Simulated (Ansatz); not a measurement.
Process, species as SMILES: O=C=[N] → C atom + N atom + O atom
B3LYP-D3(BJ)/def2-TZVP geometries, fixed; electronic energies without zero-point terms.

Basis-set convergence of the atomisation energy at HF with Ansatz (an electronic-structure program). Cartesian d functions, on some or all atoms, in 6-31+G*; all else is spherical. Open shells are unrestricted. No added dispersion term, no relativity. Functions are those of the species that has most. Reference: the value in def2-QZVPPD, 180.78 kcal/mol, itself unsure by roughly 0.42 kcal/mol (its mean distance from pcseg-3, def2-QZVPP, cc-pVQZ). Deviations are taken from unrounded values.

```csv
basis,functions,atomisation energy (kcal/mol),minus reference (kcal/mol)
pcseg-0,27,117.74,-63.04
def2-SVP,42,182.16,1.38
pcseg-1,42,174.19,-6.59
6-31+G*,57,172.80,-7.98
def2-SVPD,63,184.44,3.66
aug-pcseg-1,69,181.07,0.28
"6-311++G(2d,2p)",81,177.26,-3.53
pcseg-2,90,180.86,0.08
"6-311++G(3df,3pd)",117,182.68,1.89
jun-cc-pV(T+d)Z,117,179.79,-0.99
aug-pcseg-2,138,181.63,0.85
pcseg-3,180,181.88,1.09
def2-QZVPPD,192,180.78,0.00
```
